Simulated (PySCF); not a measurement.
Input file for PySCF: U-HF/6-31G* on C2H5B (SMILES BC=C), a point of a bond scan (R = 2.931 Å).

```python
from pyscf import gto, scf, dft, mp
from pyscf.data.elements import chemcore

mol = gto.M(
    atom='''
    B    -0.19234175    0.13481091    1.34229151
    H    -0.50441493    1.28521043    1.41149558
    H    -0.13703202   -0.51541306    2.34021942
    C     0.12716890   -0.46653708   -0.03328683
    C     0.06087359    0.27672265   -1.14769155
    H     0.41541955   -1.50959045   -0.14140796
    H     0.65404202   -0.79070226   -3.81227786
    H    -0.22108437    1.32324500   -1.10131893
    ''',
    basis='6-31g*',
    cart=True,
    charge=0, spin=0, verbose=3, max_memory=1800)
mf = scf.UHF(mol)
mf.conv_tol = 1e-8
mf.max_cycle = 100
mf.init_guess_breaksym = True
mf.kernel()
if not mf.converged:
    mf = mf.newton().run(mf.mo_coeff, mf.mo_occ)
for _ in range(4):
    mo, _, stable, _ = mf.stability(return_status=True)
    if stable:
        break
    mf.kernel(mf.make_rdm1(mo, mf.mo_occ))
```

The log:

```
converged SCF energy = -103.00713265389  <S^2> = 8.1999951e-06  2S+1 = 1.0000164
<class 'pyscf.scf.uhf.UHF'> wavefunction has an internal instability
converged SCF energy = -103.146339883019  <S^2> = 1.2622507  2S+1 = 2.459472
<class 'pyscf.scf.uhf.UHF'> wavefunction is stable in the internal stability analysis
```

The calculation finished and met its thresholds. Its determinant has ⟨S²⟩ = 1.26, a mixture of spin states.

Cost: very roughly 3 core-seconds.
